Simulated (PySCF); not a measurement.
Potential energy surface of Ga2O, singlet: symmetric bend, bond length relaxed. Scanned: Ga-O-Ga angle. Other coordinates (O-Ga bond length) were minimised at PBE0/def2-TZVP.

The free coordinates were minimised at PBE0/def2-TZVP in PySCF; the energy column is wB97X-V/cc-pVDZ in PySCF, in eV.

```tsv
a / °	O-Ga bond length / Å	E
180	1.801	0.000
170	1.801	0.003
160	1.803	0.012
150	1.805	0.029
140	1.808	0.062
130	1.813	0.117
120	1.820	0.209
110	1.830	0.356
100	1.843	0.584
90	1.864	0.933
80	1.901	1.484
```
